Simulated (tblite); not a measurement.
Record of a relaxation.

C4H11FSi2.
Atom-mapped SMILES: `[F:1][CH2:2]/[CH:3]=[CH:4]/[SiH2:5][CH2:6][SiH3:7]` (hydrogens: H8, H9 on C2; H10 on C3; H11 on C4; H12, H13 on Si5; H14, H15 on C6; H16, H17, H18 on Si7)

Computed with GFN2-xTB (tblite), gas phase: L-BFGS steps from a force-field or distance-geometry start until the largest atomic force falls under 0.01 eV/Å. 11 of its 143 geometries are shown.

Step 0: E = -606.8601 eV, largest atomic force 1.439 eV/Å
```
atom  x, y, z in Å  |  force x, y, z in eV/Å
F1     -3.165   -0.762    1.317   -0.575   0.418   0.103
C2     -2.798    0.431    0.738    0.640   0.378   0.955
C3     -1.517    0.189    0.007   -0.876   0.467   0.097
C4     -0.968   -1.001   -0.031    0.410  -0.736   0.095
Si5     0.613   -1.181   -0.978    0.238  -1.309  -0.548
C6      1.586    0.405   -1.020    0.590   0.832  -0.547
Si7     2.368    0.682    0.663    0.054   0.214   0.784
H8     -3.604    0.798    0.103   -0.144  -0.115  -0.046
H9     -2.615    1.169    1.575   -0.305  -0.563  -0.565
H10    -1.090    1.035   -0.506   -0.113   0.093   0.071
H11    -1.407   -1.861    0.489    0.127   0.552  -0.288
H12     1.355   -2.276   -0.317    0.009   0.093  -0.192
H13     0.298   -1.540   -2.364   -0.035  -0.136  -0.129
H14     2.430    0.376   -1.757   -1.093   0.123   0.311
H15     0.883    1.243   -1.235    0.837  -0.505  -0.234
H16     3.772    1.096    0.572   -0.034  -0.044  -0.009
H17     2.247   -0.570    1.442    0.159   0.351   0.019
H18     1.603    1.773    1.291    0.110  -0.113   0.122
```

Step 14: E = -607.1840 eV, largest atomic force 0.102 eV/Å
```
atom  x, y, z in Å  |  force x, y, z in eV/Å
F1     -3.319   -0.691    1.396    0.006  -0.024   0.011
C2     -2.824    0.435    0.790   -0.035  -0.005   0.014
C3     -1.565    0.178    0.027   -0.008   0.034   0.030
C4     -0.938   -0.984   -0.079   -0.035   0.009   0.005
Si5     0.639   -1.250   -1.069   -0.005  -0.073  -0.018
C6      1.628    0.371   -1.013   -0.002   0.011  -0.007
Si7     2.376    0.724    0.702    0.009  -0.004   0.043
H8     -3.608    0.802    0.115   -0.030   0.011   0.029
H9     -2.657    1.175    1.586   -0.004  -0.023  -0.024
H10    -1.198    1.074   -0.455    0.044   0.002  -0.033
H11    -1.368   -1.832    0.436   -0.030  -0.028  -0.011
H12     1.413   -2.329   -0.443   -0.015  -0.016  -0.027
H13     0.311   -1.643   -2.448   -0.010   0.037   0.005
H14     2.409    0.347   -1.771    0.033  -0.031   0.043
H15     0.969    1.191   -1.295    0.039   0.031  -0.032
H16     3.776    1.124    0.583    0.065   0.065  -0.045
H17     2.318   -0.470    1.543    0.015  -0.054   0.044
H18     1.631    1.784    1.383   -0.037   0.057  -0.026
```

Step 28: E = -607.2083 eV, largest atomic force 0.105 eV/Å
```
atom  x, y, z in Å  |  force x, y, z in eV/Å
F1     -3.325   -0.715    1.416    0.009   0.000  -0.015
C2     -2.851    0.420    0.808    0.015   0.014  -0.004
C3     -1.597    0.178    0.029    0.023  -0.019   0.021
C4     -0.987   -0.991   -0.103    0.008  -0.001  -0.001
Si5     0.602   -1.251   -1.078    0.008   0.101   0.027
C6      1.680    0.312   -0.981    0.042   0.071   0.016
Si7     2.396    0.763    0.725    0.052  -0.002   0.000
H8     -3.654    0.791    0.159   -0.024  -0.003  -0.023
H9     -2.670    1.154    1.604   -0.011   0.010   0.038
H10    -1.205    1.078   -0.427   -0.013  -0.014   0.024
H11    -1.442   -1.850    0.376    0.021   0.016  -0.009
H12     1.353   -2.383   -0.534   -0.002  -0.074   0.066
H13     0.266   -1.550   -2.475   -0.032   0.000  -0.089
H14     2.511    0.196   -1.676   -0.014  -0.042  -0.024
H15     1.118    1.174   -1.342   -0.044  -0.034  -0.078
H16     3.769    1.245    0.538   -0.015   0.024   0.034
H17     2.424   -0.400    1.612   -0.008  -0.002   0.020
H18     1.605    1.835    1.340   -0.013  -0.045  -0.005
```

Step 43: E = -607.2215 eV, largest atomic force 0.078 eV/Å
```
atom  x, y, z in Å  |  force x, y, z in eV/Å
F1     -3.336   -0.745    1.411    0.004   0.055  -0.027
C2     -2.875    0.413    0.834    0.063  -0.006  -0.028
C3     -1.602    0.199    0.070    0.005  -0.018  -0.014
C4     -0.995   -0.967   -0.102    0.033   0.006  -0.013
Si5     0.590   -1.235   -1.086   -0.029  -0.018  -0.008
C6      1.754    0.270   -0.999   -0.033  -0.013  -0.021
Si7     2.404    0.787    0.712    0.000   0.003   0.022
H8     -3.675    0.779    0.174    0.055  -0.028   0.031
H9     -2.723    1.135    1.648   -0.011  -0.029  -0.017
H10    -1.194    1.111   -0.351   -0.056  -0.020   0.050
H11    -1.452   -1.845    0.340   -0.009   0.069  -0.010
H12     1.246   -2.437   -0.550    0.019   0.050  -0.012
H13     0.242   -1.470   -2.501   -0.004  -0.008   0.053
H14     2.605    0.067   -1.650    0.021  -0.049   0.016
H15     1.250    1.124   -1.450   -0.024   0.035  -0.011
H16     3.737    1.381    0.572    0.011   0.026  -0.017
H17     2.500   -0.356    1.617   -0.005  -0.046   0.005
H18     1.515    1.793    1.300   -0.040  -0.008   0.000
```

Step 57: E = -607.2316 eV, largest atomic force 0.052 eV/Å
```
atom  x, y, z in Å  |  force x, y, z in eV/Å
F1     -3.336   -0.765    1.386   -0.013  -0.021   0.005
C2     -2.874    0.413    0.855   -0.006  -0.014   0.012
C3     -1.585    0.237    0.113   -0.008   0.012  -0.033
C4     -0.985   -0.924   -0.097    0.003  -0.025   0.006
Si5     0.582   -1.221   -1.092    0.028  -0.029  -0.033
C6      1.802    0.234   -1.026    0.020   0.002   0.007
Si7     2.375    0.792    0.697   -0.019   0.009   0.041
H8     -3.660    0.780    0.181    0.017   0.029   0.034
H9     -2.757    1.109    1.695    0.000   0.026  -0.016
H10    -1.185    1.168   -0.262    0.039   0.023  -0.017
H11    -1.464   -1.804    0.315   -0.023  -0.042   0.011
H12     1.238   -2.427   -0.564   -0.020   0.027  -0.002
H13     0.200   -1.464   -2.496    0.000  -0.005   0.021
H14     2.679   -0.060   -1.600    0.031  -0.011  -0.030
H15     1.382    1.091   -1.552   -0.033   0.018  -0.014
H16     3.647    1.515    0.588   -0.015   0.004  -0.008
H17     2.558   -0.364    1.576    0.010   0.008  -0.002
H18     1.375    1.696    1.271   -0.011  -0.012   0.019
```

Step 71: E = -607.2395 eV, largest atomic force 0.095 eV/Å
```
atom  x, y, z in Å  |  force x, y, z in eV/Å
F1     -3.346   -0.723    1.372    0.025  -0.037  -0.018
C2     -2.831    0.441    0.859   -0.026   0.008   0.044
C3     -1.554    0.228    0.105   -0.090   0.005  -0.031
C4     -0.985   -0.949   -0.112   -0.003   0.042  -0.015
Si5     0.591   -1.237   -1.099   -0.025  -0.035  -0.008
C6      1.796    0.235   -1.042   -0.023  -0.041   0.022
Si7     2.318    0.790    0.699    0.010   0.012   0.018
H8     -3.613    0.866    0.215    0.059   0.011  -0.026
H9     -2.667    1.111    1.712    0.001   0.043   0.030
H10    -1.130    1.154   -0.264    0.029  -0.060   0.016
H11    -1.489   -1.824    0.282    0.041   0.050  -0.008
H12     1.251   -2.424   -0.541    0.023  -0.004   0.004
H13     0.193   -1.528   -2.487    0.039   0.026  -0.021
H14     2.693   -0.049   -1.593   -0.001  -0.033  -0.011
H15     1.382    1.086   -1.583   -0.057  -0.002   0.011
H16     3.516    1.631    0.599   -0.001   0.024   0.001
H17     2.619   -0.368    1.539    0.023  -0.026  -0.001
H18     1.247    1.566    1.328   -0.026   0.018  -0.007
```

Step 85: E = -607.2507 eV, largest atomic force 0.033 eV/Å
```
atom  x, y, z in Å  |  force x, y, z in eV/Å
F1     -3.346   -0.657    1.343    0.007  -0.006  -0.001
C2     -2.761    0.490    0.870   -0.002  -0.001  -0.009
C3     -1.516    0.221    0.085    0.013   0.000   0.001
C4     -0.994   -0.975   -0.147   -0.003   0.001  -0.019
Si5     0.593   -1.291   -1.109   -0.001  -0.006  -0.005
C6      1.752    0.216   -1.034    0.009  -0.004   0.014
Si7     2.249    0.786    0.710    0.006  -0.007   0.019
H8     -3.514    0.995    0.251   -0.008   0.008  -0.008
H9     -2.538    1.117    1.744   -0.008  -0.007   0.001
H10    -1.049    1.124   -0.284    0.004   0.006   0.007
H11    -1.521   -1.835    0.246    0.010   0.008   0.003
H12     1.267   -2.453   -0.515   -0.011  -0.006  -0.005
H13     0.266   -1.586   -2.514   -0.011  -0.005   0.017
H14     2.658   -0.032   -1.586   -0.001  -0.001  -0.007
H15     1.298    1.049   -1.571   -0.002   0.006   0.016
H16     3.307    1.798    0.623    0.007   0.002  -0.022
H17     2.742   -0.353    1.488   -0.008   0.028  -0.015
H18     1.099    1.390    1.389   -0.001  -0.014   0.012
```

Step 99: E = -607.2522 eV, largest atomic force 0.016 eV/Å
```
atom  x, y, z in Å  |  force x, y, z in eV/Å
F1     -3.342   -0.657    1.325   -0.009  -0.001   0.002
C2     -2.754    0.495    0.867   -0.001  -0.002  -0.001
C3     -1.506    0.228    0.085    0.001  -0.003  -0.005
C4     -0.994   -0.969   -0.154   -0.003  -0.006   0.000
Si5     0.592   -1.300   -1.110   -0.001   0.006   0.008
C6      1.751    0.204   -1.025    0.002   0.008   0.000
Si7     2.245    0.788    0.715    0.003   0.005  -0.001
H8     -3.504    1.008    0.251   -0.003   0.004  -0.005
H9     -2.534    1.110    1.749   -0.007   0.002   0.002
H10    -1.034    1.133   -0.275    0.002   0.001   0.003
H11    -1.529   -1.827    0.234   -0.004  -0.002   0.002
H12     1.249   -2.474   -0.521    0.002   0.003   0.001
H13     0.261   -1.591   -2.515   -0.003  -0.002  -0.001
H14     2.659   -0.038   -1.579   -0.003   0.002   0.000
H15     1.294    1.039   -1.558    0.002  -0.005  -0.003
H16     3.266    1.837    0.596   -0.002   0.000   0.005
H17     2.787   -0.327    1.492    0.014  -0.006  -0.006
H18     1.085    1.347    1.414    0.008  -0.002   0.000
```

Step 114: E = -607.2555 eV, largest atomic force 0.074 eV/Å
```
atom  x, y, z in Å  |  force x, y, z in eV/Å
F1     -3.436   -0.619    1.200    0.001   0.032  -0.008
C2     -2.778    0.524    0.821    0.005   0.011   0.005
C3     -1.489    0.233    0.115   -0.051   0.023  -0.006
C4     -1.004   -0.974   -0.131   -0.020   0.006   0.016
Si5     0.593   -1.323   -1.060    0.009   0.017  -0.001
C6      1.722    0.207   -1.014    0.017  -0.005  -0.012
Si7     2.296    0.775    0.707    0.059  -0.037   0.026
H8     -3.462    1.083    0.167    0.015  -0.036   0.029
H9     -2.603    1.107    1.736    0.003  -0.021  -0.022
H10    -0.970    1.130   -0.195   -0.006  -0.011   0.004
H11    -1.582   -1.824    0.210   -0.006  -0.002  -0.013
H12     1.260   -2.478   -0.448    0.011   0.006   0.012
H13     0.250   -1.652   -2.455    0.020   0.002  -0.001
H14     2.607   -0.003   -1.616   -0.021   0.006   0.009
H15     1.214    1.034   -1.516    0.013  -0.007   0.018
H16     3.100    1.998    0.576   -0.029  -0.026  -0.006
H17     3.126   -0.271    1.316   -0.046   0.047  -0.025
H18     1.149    1.058    1.576    0.025  -0.004  -0.026
```

Step 128: E = -607.2576 eV, largest atomic force 0.023 eV/Å
```
atom  x, y, z in Å  |  force x, y, z in eV/Å
F1     -3.455   -0.630    1.210    0.005  -0.012  -0.009
C2     -2.807    0.513    0.815    0.006  -0.004   0.002
C3     -1.516    0.231    0.112    0.011  -0.005  -0.005
C4     -1.014   -0.971   -0.129   -0.001   0.000  -0.007
Si5     0.593   -1.309   -1.047   -0.009   0.012   0.009
C6      1.726    0.217   -1.011   -0.005  -0.004   0.011
Si7     2.338    0.768    0.701   -0.008  -0.018   0.011
H8     -3.498    1.056    0.156   -0.006   0.001   0.008
H9     -2.636    1.107    1.722    0.001   0.009   0.003
H10    -1.003    1.132   -0.195    0.000   0.006  -0.003
H11    -1.586   -1.826    0.209    0.003   0.001  -0.010
H12     1.268   -2.454   -0.423   -0.006   0.001   0.007
H13     0.268   -1.643   -2.445    0.002  -0.009   0.004
H14     2.597    0.011   -1.633   -0.008   0.000  -0.012
H15     1.210    1.051   -1.490    0.012   0.004  -0.004
H16     3.183    1.959    0.552   -0.001   0.006   0.003
H17     3.124   -0.302    1.318   -0.003   0.006  -0.008
H18     1.201    1.098    1.565    0.008   0.007  -0.002
```

Step 142: E = -607.2584 eV, largest atomic force 0.008 eV/Å
```
atom  x, y, z in Å  |  force x, y, z in eV/Å
F1     -3.460   -0.634    1.191   -0.003  -0.001  -0.007
C2     -2.813    0.515    0.812    0.000  -0.002   0.003
C3     -1.520    0.240    0.108   -0.001   0.000   0.005
C4     -1.024   -0.962   -0.143   -0.006   0.000  -0.006
Si5     0.594   -1.309   -1.036    0.004   0.001   0.001
C6      1.722    0.221   -1.012    0.003   0.003  -0.005
Si7     2.351    0.761    0.697    0.002   0.007  -0.003
H8     -3.505    1.066    0.160    0.004  -0.003   0.004
H9     -2.643    1.097    1.727    0.003   0.006  -0.003
H10    -1.001    1.143   -0.184   -0.001   0.000   0.004
H11    -1.605   -1.818    0.179   -0.003   0.000   0.000
H12     1.260   -2.438   -0.375    0.001  -0.002   0.000
H13     0.288   -1.680   -2.429    0.001   0.000  -0.001
H14     2.584    0.018   -1.648    0.002  -0.001   0.003
H15     1.201    1.057   -1.480   -0.003  -0.006   0.001
H16     3.161    1.977    0.555   -0.005  -0.003  -0.001
H17     3.179   -0.296    1.280   -0.002  -0.002   0.000
H18     1.222    1.049    1.585    0.003   0.003   0.004
```

Problem. Summarise the path.

Solution. The energy falls by 9.18 kcal/mol from step 0 to step 142; nine tenths of that is first reached at step 41. It rises by more than 0.2 meV at step 111. The largest force goes from 1.439 to 0.008 eV/Å. Among the bonds Si5–C6 changes most, from 1.860 to 1.901 Å; the atoms move by 0.466 Å rms after alignment.

What follows is the cost of the whole relaxation. Hardware: one thread, Arm Neoverse N1 (aarch64), no GPU (shared host). Cost: 1.8 s wall.
